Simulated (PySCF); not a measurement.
# An isoelectronic set: 89 electrons

CCSD(T) in PySCF with def2-SVP on every atom (core potentials on Rb, Sr, Te, Cs), for the lowest determinant that a PBE0 search found; no spin–orbit coupling. All have 89 electrons, 7 of them in the valence shells, and the same state, a doublet (π ↑). For ions De leads to the atom and ion picked by measured ionisation energies and electron affinities.

```json
{"species": "RbTe", "difference of nuclear charges": "15", "Re (Å)": "3.371", "ωe (cm⁻¹)": "125", "k (mdyn/Å)": "0.475", "De (eV)": "1.77", "dissociates to": "Rb + Te"}
{"species": "CsSe", "difference of nuclear charges": "21", "Re (Å)": "3.301", "ωe (cm⁻¹)": "138", "k (mdyn/Å)": "0.557", "De (eV)": "2.02", "dissociates to": "Cs + Se"}
{"species": "SrTe⁺", "difference of nuclear charges": "14", "Re (Å)": "3.020", "ωe (cm⁻¹)": "181", "k (mdyn/Å)": "1.01", "De (eV)": "1.65", "dissociates to": "Sr⁺ + Te"}
{"species": "CsBr⁺", "difference of nuclear charges": "20", "Re (Å)": "3.842", "ωe (cm⁻¹)": "54.5", "k (mdyn/Å)": "0.0865", "De (eV)": "0.21", "dissociates to": "Cs⁺ + Br"}
```

Problem. Which member of the whole set has the stiffest bond, and how does it compare with the softest?

Solution. SrTe⁺ with k = 1.01 mdyn/Å, 12 times that of CsBr⁺.

Correlated steps freeze the inner cores (4 to 9 orbitals); shallow outer-core shells are correlated. Weak bonds: CsBr⁺. Basis-set superposition, not corrected here, can be much of De in a small basis, most of all at correlated wavefunction levels. These are scalar-relativistic numbers at best; spin–orbit coupling would shift them, the dissociation energy most. For an ion De counts to the pair picked by the measured ionisation energies or electron affinities, which need not be the lowest pair at this level. States were picked by a PBE0 search and need not be the measured ground states.
